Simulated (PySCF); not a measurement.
**Pb: ionisation energy**

Pb [Xe] 4f14 5d10 6s2 6p2 (3P) → Pb+ [Xe] 4f14 5d10 6s2 6p1 (2P), as a difference of total energies. Calculation: PySCF 2.14, in cc-pVTZ-PP with ECP60MDF; scalar relativity through the core potential. Correlated levels: valence: 5s2 5p6 5d10 frozen. The calculations carry no spin-orbit coupling.

```tsv
method	ionisation energy (eV)
UHF	6.582
PBE	6.987
PBE0	7.028
r2SCAN	7.107
TPSS	6.933
B2PLYP	6.892
MN15	7.046
B3LYP	7.020
MP2 (valence)	6.836
```

Estimate what LDA gives.

7.174 eV, closest to r2SCAN among the rows shown.

Estimate what SCS-MP2 (valence) gives.

6.775 eV, closest to MP2 (valence) among the rows shown.

Spin-orbit coupling is strong in these open shells (close to jj coupling). The scalar numbers leave it out and a first-order estimate fails, so it can dominate the gap to the real levels.

Errors of the correlated levels include the incompleteness of this basis and the frozen core.

For comparison: 7.417 eV (measured; NIST Atomic Spectra Database, ionization energies).
